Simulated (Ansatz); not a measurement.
`C[Si](O)(O)Br` → `C[Si]Br` + hydrogen peroxide  (silylene formation by 1,1-elimination)

Program: Ansatz. Geometries: PBE0-D4/def2-TZVP. ΔE: electronic, gas phase. CCSD(T)/CBS adds triple-zeta CCSD(T) − MP2 to the extrapolated MP2 energy (def2 sets, frozen cores). This one scheme is used for every species. DFT in def2-TZVPP. For Br outer-core shells are correlated without core-valence functions, which leaves a few kJ/mol of doubt a bond. Scalar relativity is left out up to krypton. Each species was taken in one conformer, which may not be the lowest.

`C[Si](O)(O)Br`:

```xyz
10

C     0.147   -0.470    1.337
Si    0.021    0.197   -0.373
O    -0.816   -0.763   -1.400
O    -0.707    1.649   -0.277
Br    2.076    0.408   -1.250
H     0.666   -1.430    1.340
H    -0.855   -0.613    1.749
H     0.693    0.222    1.980
H    -0.312   -1.301   -2.012
H    -0.913    2.102   -1.096
```

`C[Si]Br`:

```xyz
6

C     0.204    0.091    0.579
Si   -0.342   -1.265   -0.615
Br   -0.811    0.042   -2.403
H     1.067    0.629    0.171
H     0.474   -0.326    1.553
H    -0.593    0.830    0.715
```

`OO`:

Z-matrix (Å, degrees):
```
O
O 1 1.426
H 1 0.965 2 101.1
H 2 0.965 1 101.1 3 113.4
```

```tsv
level	ΔE (kcal/mol)
B2PLYP	177.5
MP2/def2-TZVPP	187.5
```

What does CCSD(T)/CBS give? (An estimate is asked.)

The calculation gave: +180.6 kcal/mol. The listed levels differ from it by -3.1, 6.9 kcal/mol.

What do rigid-rotor, harmonic-oscillator terms from PBE0-D4/def2-TZVP frequencies (298.15 K, 1 bar) make of the CCSD(T)/CBS value? (An estimate is asked.)

Computed: ΔZPE = -2.3 kcal/mol, ΔH = +179.1 kcal/mol, ΔS = 169 J/(mol·K), ΔG = +167.0 kcal/mol.

Largest T1 diagnostic among the species: 0.011.

At CCSD(T), def2-SVP lies −14.8 kcal/mol from the extrapolated value and def2-TZVPP −2.8 kcal/mol. From r2SCAN to r2SCAN0 (25 % exact exchange), in def2-TZVPP and without D4, ΔE moves by +4.4 kcal/mol.
